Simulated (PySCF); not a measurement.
Run record: excited-state job, `C[Se](=O)(=O)CF`.

Computed with TDDFT wB97X-D/def2-SVPD, vertical, gas phase, core orbitals frozen in the response (PySCF 2.14.0, density-fitted response routines). Geometry: GFN2-xTB. The input is one job of a driver script: a line of settings, then coordinates in Å.

Command:
```bash
OMP_NUM_THREADS=1 python probes_run.py task.json out
```

Input:
```
{"job": {"kind": "uv", "xc": "wB97X-D", "basis": "def2-SVPD", "nstates": 8, "ntriplets": 3}, "charge": 0, "multiplicity": 1}
C     -1.523114    -0.341043    -0.117750
Se    -0.013461     0.856849     0.020209
O      0.105739     1.745474    -1.275134
O     -0.093862     1.678229     1.359377
C      1.544817    -0.362847     0.063596
F      1.158309    -1.535399     0.613157
H     -1.487305    -0.842581    -1.079324
H     -2.407342     0.292821    -0.044553
H     -1.485313    -1.045565     0.706990
H      2.320346     0.094253     0.686697
H      1.886611    -0.537520    -0.959229
```

Output:
```
coarse grid: 45712 points
cycle   1  E = -2730.0156306065  dE =  4.346e-01  |g| = 1.315e+00  |ddm| = 4.182e+00
cycle   2  E = -2729.4215036132  dE =  5.941e-01  |g| = 2.245e+00  |ddm| = 3.198e+00
cycle   3  E = -2730.3675254197  dE = -9.460e-01  |g| = 1.093e-01  |ddm| = 2.017e+00
cycle   4  E = -2730.3689555865  dE = -1.430e-03  |g| = 8.378e-02  |ddm| = 1.982e-01
cycle   5  E = -2730.3701864706  dE = -1.231e-03  |g| = 1.273e-02  |ddm| = 7.049e-02
cycle   6  E = -2730.3702161010  dE = -2.963e-05  |g| = 6.662e-03  |ddm| = 2.068e-02
cycle   7  E = -2730.3702248350  dE = -8.734e-06  |g| = 2.460e-03  |ddm| = 7.641e-03
final grid: 96376 points
cycle   8  E = -2730.3697783398  dE = -1.488e-07  |g| = 3.891e-03  |ddm| = 1.102e-02
cycle   9  E = -2730.3697738557  dE =  4.484e-06  |g| = 6.301e-03  |ddm| = 7.518e-03
cycle  10  E = -2730.3697812067  dE = -7.351e-06  |g| = 2.751e-04  |ddm| = 4.639e-03
cycle  11  E = -2730.3697812217  dE = -1.499e-08  |g| = 9.125e-05  |ddm| = 2.757e-04
cycle  12  E = -2730.3697812255  dE = -3.818e-09  |g| = 1.970e-05  |ddm| = 2.174e-04
cycle  13  E = -2730.3697812257  dE = -2.256e-10  |g| = 7.158e-06  |ddm| = 5.612e-05
converged SCF energy = -2730.3697812257

Static polarisability (au): isotropic 60.246, principal 55.964 60.906 63.866

Singlet excitations
state   eV       nm        f      main configurations
  1   7.1184    174.2   0.02248   H->L 0.36, H->L+1 0.26, H-1->L 0.15
  2   7.1320    173.8   0.00879   H-1->L 0.45, H->L 0.17, H-1->L+2 0.15
  3   7.4766    165.8   0.01901   H-1->L+1 0.67, H-1->L 0.11
  4   7.4797    165.8   0.04406   H-2->L 0.36, H->L+1 0.16, H->L+5 0.15
  5   7.6079    163.0   0.17371   H->L 0.28, H->L+1 0.26, H-2->L+1 0.14
  6   7.7471    160.0   0.00473   H-2->L+1 0.52, H-2->L 0.20
  7   7.8996    156.9   0.03664   H-3->L 0.36, H-1->L+5 0.12, H-3->L+2 0.11
  8   8.0566    153.9   0.01863   H-3->L+1 0.49, H-3->L 0.16

Triplet excitations (Tamm-Dancoff, eV): 6.2963 6.6747 6.8717
```

The SCF starts on a coarse grid where the log names one; the energy can jump when the final grid takes over, and dE then counts from the start density on the new grid. H and L stand for HOMO and LUMO; the number after each pair is its weight.

Question: Which computed singlet has the largest oscillator strength, and what do all of them sum to?

Answer: State 5 at 7.61 eV (163 nm), f = 0.174; the 8 states sum to 0.328.

In short: HOMO -10.39 eV, LUMO 1.24 eV; lowest singlet 7.12 eV; lowest triplet 6.30 eV (Tamm–Dancoff); mean polarisability 60.2 au.

 Relativistic effects, spin–orbit coupling among them, are left out although an element past zinc is present.

The run took 32 s wall (grids of density and orbitals included) on Arm Neoverse V2, one thread (shared host), and the process peaked at 0.77 GiB of memory.

One conformer stands for the species.
Labels such as C1 count atoms from 1, the log's own numbers from 0.

Note: wB97X-D ran without an empirical dispersion term, which enters the total energy and its gradient alone.
